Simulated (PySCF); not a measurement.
**NMR data sheet: C7H10F2O2**

```yaml
Formula: C7H10F2O2
SMILES: CO[C@@H]1[C@H](F)C(=O)CC[C@@H]1F
Point_group_of_the_computed_structure: C1
Degrees_of_unsaturation: 2
Carbon_signals: 7
Proton_signals: 8
```

Bonds (- single, = double, # triple, : aromatic): C1-O2, O2-C3, C3-C4, C4-F5, C4-C6, C6=O7, C6-C8, C8-C9, C9-C10, C10-F11, C10-C3. C1 carries H12, H13, H14; C3 carries H15; C4 carries H16; C8 carries H17, H18; C9 carries H19, H20; C10 carries H21. Stereochemistry as in CO[C@@H]1[C@H](F)C(=O)CC[C@@H]1F. H17, H19 are cis to O2 on the ring; H18, H20 are trans to O2 on the ring.

How the numbers were obtained: geometry from GFN2-xTB, σ from GIAO-PBE0/pcSseg-1, in PySCF 2.14.0 with density-fitted response routines (fast rotation and ring inversion assumed for equivalent nuclei, one computed conformer, in vacuum, non-relativistic Hamiltonian).

References, each an isolated molecule treated in the same way: 1H (σref 31.72), 13C (σref 186.93) against TMS; 19F (σref 170.95) vs CFCl3; 17O (σref 336.08) against H2O.

| carbon | δC, type | δH (multiplicity) | HMBC from (2–3 bonds) | span of the C tensor (ppm) |
| --- | --- | --- | --- | --- |
| C1 | 62.1, CH3 | 3.81 (s) | H15 | 88 |
| C3 | 88.5, CH | 4.36 (m) | H16, H21, H12/H13/H14, H19, H20 | 26 |
| C4 | 99.7, CH | 5.02 (m) | H21, H15, H17, H18 | 68 |
| C6 | 207.6, C | – | H16, H15, H19, H17, H20, H18 | 205 |
| C8 | 37.3, CH2 | H17 2.31 (m); H18 2.02 (m) | H16, H21, H19, H20 | 42 |
| C9 | 30.2, CH2 | H19 2.86 (m); H20 2.04 (m) | H21, H15, H17, H18 | 40 |
| C10 | 93.6, CH | 4.99 (m) | H16, H15, H19, H17, H20, H18 | 75 |

Other nuclei:
```csv
atoms,nucleus,environment,δ (ppm),σ (ppm)
F11,19F,fluorine on an sp3 carbon,-214.0,384.9
F5,19F,fluorine on an sp3 carbon,-220.9,391.9
O7,17O,ketone oxygen,678.9,-342.8
O2,17O,ether oxygen,34.7,301.4
```

- Carbon types of the structure: 1 × C, 3 × CH, 2 × CH2, 1 × CH3, which accounts for all hydrogens.
- δC 207.6: ketone carbonyl carbon; low-lying n→π* states of the double bond to the heteroatom give a large paramagnetic term (-268 ppm).
- δC 99.7: sp3 CH bonded to F, α to a carbonyl; the inductive effect lowers its shielding.
- δC 93.6: sp3 CH bonded to F; the inductive effect lowers its shielding.
- δC 88.5: sp3 CH bonded to O; deshielded by the electronegative neighbour.
- δC 62.1: methyl carbon bonded to O; pulled downfield by the heteroatom.

Splittings by 19F in the carbon and heteronuclear signals aren't shown, as no couplings were computed. Shifts are as computed. Against solution values, carbons near 30 ppm lie about +3 ppm off and those near 130 ppm about +5 ppm. Of 1309 compounds with measured shifts, 239 miss one by over three times the rms of a fit or turn the order of signals round; such compounds aren't used in these exercises. Unscaled 19F shifts against computed CFCl3 carry errors that often reach 10 to 50 ppm. Unscaled 17O shifts of doubly bonded oxygen tend to come out too high, by tens of ppm or more. Experimental scales use liquid or dissolved standards, which lie at an offset from isolated H2O (liquid H2O: subtract about 36 ppm). Multiplicities follow the n + 1 count of equivalent neighbours, as no J values were calculated; m marks all less simple cases, F and P coupling included.
